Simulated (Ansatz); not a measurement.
`FCCOC(F)(F)F` and `[F][SnH]([Cl])[O]C(F)(F)F` differ in one atom or group.

Ansatz, PBE0-D4/def2-TZVP geometries, multiplicity 1. Each molecule was computed in one conformer, which needn't be the lowest.

Elements past krypton have def2 core potentials.

```tsv
property	`FCCOC(F)(F)F`
LUMO energy (B3LYP/def2-TZVPP) / eV	0.91
HOMO–LUMO gap (PBE/def2-TZVPP) / eV	7.86
HOMO–LUMO gap (ωB97M-V/def2-TZVPP) / eV	14.73
size of the dipole moment (PBE/def2-TZVPP) / D	0.74
size of the dipole moment (ωB97M-V/def2-TZVPP) / D	0.76
LUMO energy (PBE0/def2-TZVPP) / eV	1.25
```

What does the change do to each property? (Best estimate.)

Computed: 
```csv
property,`[F][SnH]([Cl])[O]C(F)(F)F`,shift
LUMO energy (B3LYP/def2-TZVPP) / eV,-2.65,-3.56
HOMO–LUMO gap (PBE/def2-TZVPP) / eV,5.22,-2.64
HOMO–LUMO gap (ωB97M-V/def2-TZVPP) / eV,12.10,-2.63
size of the dipole moment (PBE/def2-TZVPP) / D,3.38,2.64
size of the dipole moment (ωB97M-V/def2-TZVPP) / D,3.60,2.84
LUMO energy (PBE0/def2-TZVPP) / eV,-2.30,-3.55
```

With PBE0 the HOMO falls by 0.57 eV and the LUMO falls by 3.55 eV, so the gap narrows by about 2.98 eV. PBE moves the HOMO by -0.76 eV and ωB97M-V by -0.44 eV. Dipoles are sizes alone; their direction can turn.

B3LYP here is the variant with VWN-RPA as its local correlation; programs differ in this.
